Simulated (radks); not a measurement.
Task: Radial electron density D(r) = 4 pi r^2 rho(r) of an atom or ion with 16 electrons. Method: non-relativistic Kohn-Sham, B86b exchange with PBE correlation, spin-polarised, spherical densities, point nucleus; computed with a radial shooting solver on a logarithmic mesh with Libxc functionals.

| r (bohr) | D(r) (e/bohr) | spin D(r) |
|---|---|---|
| 0.007016 | 1.574 | -0.000140 |
| 0.008103 | 2.023 | -0.000172 |
| 0.009433 | 2.620 | -0.000207 |
| 0.01089 | 3.325 | -0.000238 |
| 0.01258 | 4.188 | -0.000255 |
| 0.01453 | 5.228 | -0.000241 |
| 0.01678 | 6.461 | -0.000165 |
| 0.01938 | 7.891 | 0.0000289 |
| 0.02238 | 9.508 | 0.000431 |
| 0.02585 | 11.28 | 0.00119 |
| 0.02985 | 13.15 | 0.00253 |
| 0.03448 | 15.01 | 0.00483 |
| 0.03982 | 16.75 | 0.00862 |
| 0.04598 | 18.20 | 0.0147 |
| 0.0531 | 19.20 | 0.0242 |
| 0.06133 | 19.60 | 0.0385 |
| 0.07083 | 19.33 | 0.0597 |
| 0.0818 | 18.40 | 0.0897 |
| 0.09523 | 16.89 | 0.133 |
| 0.11 | 15.29 | 0.188 |
| 0.127 | 13.94 | 0.255 |
| 0.1467 | 13.25 | 0.331 |
| 0.1694 | 13.50 | 0.410 |
| 0.1956 | 14.68 | 0.479 |
| 0.2259 | 16.47 | 0.519 |
| 0.2609 | 18.24 | 0.514 |
| 0.3013 | 19.26 | 0.449 |
| 0.348 | 18.96 | 0.327 |
| 0.4019 | 17.12 | 0.173 |
| 0.4642 | 14.05 | 0.0371 |
| 0.5361 | 10.43 | -0.0110 |
| 0.6191 | 7.131 | 0.0936 |
| 0.715 | 4.806 | 0.386 |
| 0.8257 | 3.689 | 0.849 |
| 0.9613 | 3.555 | 1.44 |
| 1.11 | 3.847 | 1.94 |
| 1.282 | 3.987 | 2.21 |
| 1.481 | 3.677 | 2.16 |
| 1.71 | 2.937 | 1.81 |
| 1.975 | 2.010 | 1.29 |
| 2.281 | 1.169 | 0.790 |
| 2.634 | 0.5769 | 0.410 |
| 3.042 | 0.2450 | 0.186 |
| 3.513 | 0.09996 | 0.0835 |
| 4.057 | 0.05734 | 0.0538 |
| 4.686 | 0.06356 | 0.0630 |
| 5.411 | 0.09122 | 0.0911 |
| 6.249 | 0.1249 | 0.125 |
| 7.217 | 0.1510 | 0.151 |
| 8.335 | 0.1533 | 0.153 |
| 9.704 | 0.1186 | 0.119 |
| 11.21 | 0.07130 | 0.0713 |
| 12.94 | 0.03373 | 0.0337 |
| 14.95 | 0.01228 | 0.0123 |
| 17.26 | 0.003271 | 0.00327 |
| 19.94 | 0.0006061 | 0.000606 |

What is the nuclear charge?

Result: Z = 17. The innermost maximum, from 1s, lies near 1/Z = 0.0588 bohr (found: 0.0623), and its height grows with Z. The density is that of the chlorine ion Cl+ in [Ne] 3s2 3p3 4f1; the configuration itself is not fixed sharply by these data, and Z only to about a unit. D(r) has 4 maxima, at r = 0.0623, 0.314, 1.26, 7.88 bohr, and minima at 0.153, 0.909, 4.26 bohr, inside which lie 2.18, 10.38, 15.04 electrons.
